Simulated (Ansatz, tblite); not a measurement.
Forces on the cluster Si₄N₄O₂ at its PBE0-D4/def2-SVP geometry. Charge 0, multiplicity 1.

The xTB rows come from tblite. The structure comes from a short search, and lower isomers may exist.

GFN1-xTB (tblite), largest force 2.17 eV/Å:

```xyz
10
positions Å, forces eV/Å
Si   -0.569    1.033    0.139    0.496    1.531   -0.333
Si   -2.503   -0.013    1.007   -1.007   -1.248    0.514
Si    2.503    0.013   -1.007    1.007    1.247   -0.513
Si    0.569   -1.033   -0.139   -0.496   -1.531    0.333
N     2.005   -1.613   -0.665    1.389   -1.618   -0.417
N    -2.005    1.613    0.665   -1.389    1.619    0.417
N     0.950    0.746   -0.447    1.376    1.416   -0.678
N    -0.950   -0.746    0.447   -1.377   -1.416    0.677
O    -3.725   -0.727    1.561    0.459    0.369   -0.217
O     3.725    0.727   -1.561   -0.460   -0.369    0.216
```

GFN2-xTB (tblite), largest force 3.25 eV/Å:

```
Si 1.646 2.655 -0.893
Si -1.747 -1.522 0.836
Si 1.748 1.521 -0.834
Si -1.645 -2.656 0.894
N 0.804 -0.271 -0.300
N -0.805 0.272 0.299
N 0.580 -0.113 -0.224
N -0.580 0.113 0.223
O 0.983 0.404 -0.431
O -0.984 -0.403 0.430
```

PBE-D4/def2-TZVP (Ansatz), largest force 0.64 eV/Å:

```
Si 0.252 -0.300 -0.075
Si 0.367 0.008 -0.147
Si -0.366 -0.008 0.150
Si -0.251 0.300 0.075
N 0.443 -0.436 -0.141
N -0.444 0.436 0.140
N 0.274 0.198 -0.128
N -0.274 -0.198 0.127
O -0.267 -0.127 0.118
O 0.267 0.127 -0.119
```
